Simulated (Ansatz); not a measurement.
Z-matrix (Å, degrees):
```
Zr
O 1 1.910
O 1 1.910 2 109.9
O 1 1.910 2 109.9 3 121.2
Br 1 2.543 2 109.0 3 -119.4
H 2 0.952 1 164.3 3 5.4
H 3 0.952 1 164.3 2 126.6
H 4 0.952 1 164.3 2 5.4
```

Charge 0, multiplicity 1. Zr: def2 effective core potential.

Problem. List the PBE/def2-TZVPP orbital energies in eV (Ansatz). (An estimate is asked.)

Solution. The calculation gave: Occupied: -13088.01, -1681.14, -1515.48, -1515.46, -1515.46, -510.27, -510.27, -510.27, -227.92, -170.00, -169.93, -169.93, -66.68, -66.66, -66.66, -66.61, -66.61, -54.96, -32.88, -32.88, -32.55, -24.19, -23.92, -23.92, -18.08, -12.49, -12.33, -12.33, -8.58, -8.58, -8.26, -7.91, -7.91, -7.58, -7.51, -6.68, -6.68. Lowest empty: -1.19, -1.19, -0.94, -0.72, -0.40, -0.40, 0.21, 0.21.
